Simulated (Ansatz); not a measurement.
**Ligand exchange: C4H10 + Ta(CH3)(OH)2O → C3H8O + Ta(CH3)2(OH)O**

Species: C4H10 (butane) `CCCC`, singlet; Ta(CH3)(OH)2O, singlet; C3H8O (1-propanol) `CCCO`, singlet; Ta(CH3)2(OH)O, singlet. The partners trade CH3 for OH: C–CH3 and Ta–OH bonds give way to C–OH and Ta–CH3.

Shapes, held fixed at every level: PBE0-D4/def2-TZVP. Flexible molecules stand in one conformer, not always the lowest. Programs: Ansatz 0.2.0. The zero-point and thermal change to 298 K, harmonic and unscaled (PBE0-D4/def2-TZVP), is -5.4 kJ/mol.

| level | kind | ΔH(298 K) (kJ/mol) | less CCSD(T)/def2-TZVPP | CPU time (sum over the molecules) |
| --- | --- | --- | --- | --- |
| HF/def2-TZVPP | Hartree–Fock | +216.3 | +2.4 | – |
| B3LYP-D4/def2-TZVPP | global hybrid | +214.0 | +0.1 | 50 s |
| BHLYP-D4/def2-TZVPP | global hybrid | +215.9 | +2.0 | 31 s |
| PBE0-D4/def2-TZVPP | global hybrid | +210.4 | -3.5 | 31 s |
| r2SCAN0-D4/def2-TZVPP | global hybrid | +214.5 | +0.6 | 51 s |
| wB97M-V/def2-TZVPP | range-separated hybrid | +212.8 | -1.1 | 2 min |
| MP2/def2-TZVPP | perturbation theory | +219.2 | +5.3 | – |
| CCSD(T)/def2-TZVPP | coupled cluster or CI | +213.9 | 0.0 | 36 min |

The highest level, CCSD(T)/def2-TZVPP, gives ΔH(298 K) = +213.9 kJ/mol; the levels span +210.4 to +219.2. The column of differences is taken from that level and isn't an error. No measured value is set beside it here. For atoms past krypton def2 sets carry core potentials with scalar relativity. Outer-core shells of Ta are correlated, in sets that cover them unevenly. Times are processor times on shared x86 and Arm servers, and rough.
